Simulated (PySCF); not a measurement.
Species: n-SiSiGeSiSiH12.
Bonds: Si1–Si2, Si2–Ge3, Ge3–Si4, Si4–Si5. Hydrogens: H6, H7, H8 on Si1; H9, H10 on Si2; H11, H12 on Ge3; H13, H14 on Si4; H15, H16, H17 on Si5.

Theory: PBE0-D3(BJ)/def2-SVP geometry optimisation, gas phase (PySCF).

(1) What internal coordinates does the optimisation give?

Answers

(1) 
| bond | length (Å) |
| --- | --- |
| Si1–Si2, Si4–Si5 | 2.344 |
| Si1–H6 and 5 like bonds | 1.496 |
| Si2–Ge3, Ge3–Si4 | 2.386 |
| Si2–H9 and 3 like bonds | 1.497 |
| Ge3–H11, Ge3–H12 | 1.542 |

Bonds in one row agree within 0.01 Å and their mean is given. A selection of angles:
| angle | degrees |
| --- | --- |
| Si2–Si1–H6 | 111.7 |
| Si2–Si1–H7 | 109.2 |
| H6–Si1–H7 | 109.0 |
| H7–Si1–H8 | 108.4 |
| Si1–Si2–Ge3 | 108.6 |
| Si1–Si2–H9 | 110.5 |
| Si1–Si2–H10 | 109.4 |
| Ge3–Si2–H9 | 111.3 |
| Ge3–Si2–H10 | 108.3 |
| H9–Si2–H10 | 108.7 |
| Si2–Ge3–Si4 | 107.3 |
| Si2–Ge3–H11 | 110.4 |
| Si4–Ge3–H12 | 110.7 |
| H11–Ge3–H12 | 108.2 |
| Ge3–Si4–H13 | 109.0 |

Torsions: Si1–Si2–Ge3–Si4 -50° (synclinal); Si2–Ge3–Si4–Si5 -49° (synclinal).

Si2 (silicon bonded to Ge, Si and 2 H) is tetrahedral (angles from 108.3° to 111.3°). Si1 (silicon bonded to Si and 3 H) is tetrahedral (angles from 108.4° to 111.7°). Ge3 (germanium bonded to 2 Si and 2 H) is tetrahedral (angles from 107.3° to 110.7°).

Point group: near C2, missed by 0.12 Å at most; the miss may be what the optimiser left on a soft mode. No PBE0-D3(BJ)/def2-SVP frequencies stand behind this structure, so it isn't proved a minimum. The numbers are those of one conformer. The optimiser warned: forces and energy converged, displacements not (flat surface).
